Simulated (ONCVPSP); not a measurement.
# Tl, ONCV: configuration errors across variants

```
Element                 : thallium
Generator               : ONCVPSP 4.0.1
Type                    : optimised norm-conserving Vanderbilt (ONCV)
Functional              : LDA (Perdew-Wang 92)
Relativity              : scalar-relativistic
Frozen core             : [Kr] 4d10 4f14
Valence charge          : 21
Reference configuration : 5s2 5p6 5d10 6s2 6p1
Partial waves           : 5s+6s: rc 1.45 bohr, ncon 4, nbas 7, qcut 8 1/bohr, 2 projectors; 5p+6p: rc 1.35 bohr, ncon 3, nbas 7, qcut 10.3 1/bohr, 2 projectors; 5d: rc 1.85 bohr, ncon 4, nbas 8, qcut 9.8 1/bohr, 3 projectors, debl 3.4 Ha
Local potential         : polynomial inside 1.10 bohr (lpopt 5, dvloc0 3 Ha)
Core correction         : Teter function, fcfact 4.75, rcfact 1.75
```

All-electron excitation energies from the reference (eV): (1) 5s2 5p6 5d10 6s2 6p0 5.403; (2) 5s2 5p6 5d10 6s1 6p0 26.598; (3) 5s2 5p5 5d10 6s2 6p1 83.171.

2 further variants failed, have other tests or too few solved ones, and are left out.

Errors AE − PS in meV (a dash: test not solved or not reliable):

```json
{"change": "base", "(1)": "-2.4", "(2)": "-13", "(3)": "-135", "bound ghosts": "none", "GHOST(+) flags above zero": "s"}
{"change": "p: qcut 6.5", "(1)": "-2.5", "(2)": "-14", "(3)": "-179", "bound ghosts": "none", "GHOST(+) flags above zero": "s"}
{"change": "p: qcut 7.9", "(1)": "-2.5", "(2)": "-14", "(3)": "-167", "bound ghosts": "none", "GHOST(+) flags above zero": "s"}
{"change": "p: qcut 8.6", "(1)": "-2.4", "(2)": "-14", "(3)": "-158", "bound ghosts": "none", "GHOST(+) flags above zero": "s"}
{"change": "p: qcut 10.1", "(1)": "-2.4", "(2)": "-13", "(3)": "-137", "bound ghosts": "none", "GHOST(+) flags above zero": "s"}
{"change": "p: qcut 11.8", "(1)": "-2.4", "(2)": "-13", "(3)": "-118", "bound ghosts": "none", "GHOST(+) flags above zero": "s"}
```

(1) Give the same row for: p: qcut 12.4.

Results:

(1) -2.4, -13, -112; bound ghosts: none; GHOST(+) flags above zero: s.
